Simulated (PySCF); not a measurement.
System: CH₄BO₃, net charge 0, doublet state. It need not be the lowest isomer of its formula. 
Geometry from a B3LYP-D3(BJ)/def2-TZVP (Ansatz) optimisation:
SMILES: O(C)B([O])O
```xyz
9

C     -1.6129     0.8370     0.4564
O     -0.8530    -0.3606     0.2881
B      0.4343    -0.3084    -0.1181
O      1.1457    -1.4737    -0.2730
O      1.0782     0.8751    -0.3885
H     -1.1594     1.4840     1.2090
H     -1.6895     1.3855    -0.4838
H     -2.6063     0.5393     0.7848
H      1.9942     0.7843    -0.6701
```
Charge 0, spin multiplicity 2.

Dispersion corrections to the total energy (kcal/mol) from the dftd3 and dftd4 libraries through PySCF: D3(BJ) without and D4 with the three-body term, each with the damping fitted for the functional named.

| functional | D3(BJ) | D4 |
|---|---|---|
| revPBE | -8.01 | -11.12 |
| r2SCAN | -0.83 | -0.78 |
| LC-wPBE | -2.72 | [?] |
| PBE0 | -2.57 | [?] |
| TPSSh | -3.43 | -3.83 |
| HF | [?] | -12.24 |
| BLYP | -6.36 | -7.07 |

Some entries are withheld; supply them.


- LC-wPBE, D4: -3.42
- PBE0, D4: -2.59
- HF, D3(BJ): -25.70
